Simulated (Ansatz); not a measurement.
The pair A = CH3Cl (SMILES CCl) (first 5 atoms), B = CHN (SMILES C#N); geometry from B3LYP-D3(BJ)/def2-TZVP.
(charge 0, multiplicity 1):
```xyz
8

C      0.54167    -0.45954     1.10028
Cl    -1.00396     0.40608     1.41868
H      0.30405    -1.39276     0.59960
H      1.15362     0.17353     0.46565
H      1.02878    -0.64238     2.05280
C      0.01580     0.11158     4.61020
N      1.02448    -0.42843     4.68159
H     -0.92177     0.61163     4.52077
```

Frozen-core correlation. MP2 and its Hartree–Fock in aug-cc-pV(Q+d)Z, aug-cc-pV(T+d)Z are density fitted.

Run with Ansatz (an electronic-structure program). 

The counterpoise-corrected interaction energy is E(AB) − E(A in the pair's basis) − E(B in the pair's basis). Total energies (hartree):

```json
[
 {"level": "HF/aug-cc-pV(T+d)Z", "AB": "-592.0615289", "A in the pair's basis": "-499.1496703", "B in the pair's basis": "-92.9099585"},
 {"level": "MP2/aug-cc-pV(T+d)Z", "AB": "-592.7949894", "A in the pair's basis": "-499.5307962", "B in the pair's basis": "-93.2590558"},
 {"level": "HF/aug-cc-pV(Q+d)Z", "AB": "-592.0725831", "A in the pair's basis": "-499.1552730", "B in the pair's basis": "-92.9153996"},
 {"level": "MP2/aug-cc-pV(Q+d)Z", "AB": "-592.8523203", "A in the pair's basis": "-499.5628317", "B in the pair's basis": "-93.2841091"},
 {"level": "MP2/aug-cc-pV(D+d)Z", "AB": "-592.6172125", "A in the pair's basis": "-499.4311546", "B in the pair's basis": "-93.1814768"},
 {"level": "CCSD(T)/aug-cc-pV(D+d)Z", "AB": "-592.6799462", "A in the pair's basis": "-499.4725302", "B in the pair's basis": "-93.2033023"}
]
```

Work out the counterpoise-corrected interaction energy at the basis-set limit: extrapolate the MP2 correlation part as X⁻³, take Hartree–Fock from the larger set, and add the CCSD(T) − MP2 difference of aug-cc-pV(D+d)Z.


1. Differences (1 hartree = 627.509 kcal/mol): HF/aug-cc-pV(T+d)Z -1.192; MP2/aug-cc-pV(T+d)Z -3.224; HF/aug-cc-pV(Q+d)Z -1.199; MP2/aug-cc-pV(Q+d)Z -3.376; MP2/aug-cc-pV(D+d)Z -2.875; CCSD(T)/aug-cc-pV(D+d)Z -2.581.
2. Correlation parts, MP2 less HF: -2.031 in aug-cc-pV(T+d)Z (X = 3), -2.177 in aug-cc-pV(Q+d)Z (X = 4).
3. Limit (4³·(-2.177) − 3³·(-2.031))/(4³ − 3³) = -2.283; with HF/aug-cc-pV(Q+d)Z it gives -3.482.
4. CCSD(T) less MP2 in aug-cc-pV(D+d)Z: 0.293.
Result: -3.19 kcal/mol, against -3.22 at MP2/aug-cc-pV(T+d)Z. It is an estimate of this method's limit, not of the exact value.
